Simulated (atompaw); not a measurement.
## Pseudopotential generation for arsenic (As): PAW (atompaw), PBEsol, scalar-relativistic.

As, PAW, made with atompaw 4.2.0.5 (PBEsol, scalar-relativistic). Core [Ar], reference 3d10 4s2 4p3. Waves: 4s (bound): rc 2.10 bohr; 4s channel at 2.1 Ry: rc 1.80 bohr; 4p (bound): rc 2.10 bohr; 4p channel at 2.9 Ry: rc 2.10 bohr; 3d (bound): rc 1.20 bohr; 3d channel at 0.45 Ry: rc 1.20 bohr. Local part: bessel scheme, radius 1.60 bohr. Core correction: smooth core density matched at 2.00 bohr. Augmentation charge: besselshape compensation charge, radius 1.70 bohr; PAW radius 2.10 bohr; waves and projectors: custom rrkj vanderbiltortho.

All-electron outer shells of the reference configuration (PBEsol, scalar-relativistic, ld1.x):

```csv
shell,level (eV),outermost node (bohr),outermost maximum (bohr)
3s,-189.91,0.25,0.52
3p,-133.47,0.22,0.52
3d,-40.64,–,0.47
4s,-14.50,0.73,1.61
4p,-5.20,0.78,1.97
```

What the tests gave:

* Cutoffs needed: 100 Ry and 180 Ry (the cutoffs (Ry, on a coarse ladder) from which the occupation-weighted sum of valence levels, in a spherical-Bessel basis at the reference potential, stays within 10 and 1 mRy of its value at 400 Ry)
* Ghost test: no extra level below or beside the all-electron valence levels (s, p, d, f tested) (spherical-Bessel basis up to 400 Ry, 20 bohr box)
* Lowest eigenvalue of the overlap operator: 0.16 (d channel)
* Overlap eigenvalues printed by atompaw (projector basis): 0.0344, 0.105, 0.695, 11.4, 17.1, 39.9
* Share of each valence orbital outside the PAW sphere: 4s 36 %, 4p 61 %, 3d 0 %

Generation and tests took about 5.9 s on one core of a shared server CPU.
